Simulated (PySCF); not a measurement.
MoOF₃, SMILES [O]=[Mo+]([F])([F])[F], charge +1, multiplicity 1.

Geometry: r2SCAN-D4/def2-SVP. The spin state was assumed, not searched. The isomer is the one that the SMILES or the coordinates give; other isomers of the formula were not compared. The def2 effective core potentials stand for the cores of Mo; spin–orbit coupling is left out.

Computed with PBE/def2-TZVPD (PySCF).

Symmetry labels are those of the subgroup Cs that the program uses (full group C3v).

Q: List the valence orbital energies around the gap with their symmetry. (An estimate is asked for; the answer gives what the named calculation found.)

A: 
| orbital | symmetry | energy (eV) |
|---|---|---|
| HOMO−7 | A" | -19.58 |
| HOMO−6 | A' | -18.48 |
| HOMO−5 | A" | -18.02 |
| HOMO−4 | A' | -18.02 |
| HOMO−3 | A" | -17.90 |
| HOMO−2 | A' | -17.13 |
| HOMO−1 | A' | -16.76 |
| HOMO | A" | -16.76 |
| LUMO | A' | -11.57 |
| LUMO+1 | A" | -11.57 |
| LUMO+2 | A" | -9.89 |
| LUMO+3 | A' | -9.89 |
